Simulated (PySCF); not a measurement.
ZnH, SMILES [ZnH] (connectivity only; charge and spin as stated), neutral, multiplicity 2. The structure is a stationary point at B3LYP-D3(BJ)/def2-TZVPD. The spin state was assumed, not searched.

Calculation: B3LYP-D3(BJ)/def2-TZVPD (PySCF 2.14.0).

Harmonic wavenumbers (cm⁻¹): 1475. Rotational constants (GHz): 191.4 (linear); symmetry number 1.

Problem. Work out the zero-point energy and the ideal-gas rigid-rotor harmonic-oscillator thermochemistry at 298.15 K and 1 atm.

Solution. ZPE = ½ Σ hcν = ½ × 1475 cm⁻¹ = 2.11 kcal/mol. H − E(el) = 4.19 kcal/mol. Entropy in cal/(mol K): translation 38.50, rotation 8.90, vibration 0.01, spin 1.38, total 48.79. G − E(el) = -10.36 kcal/mol. Cp = 7.04 cal/(mol K).
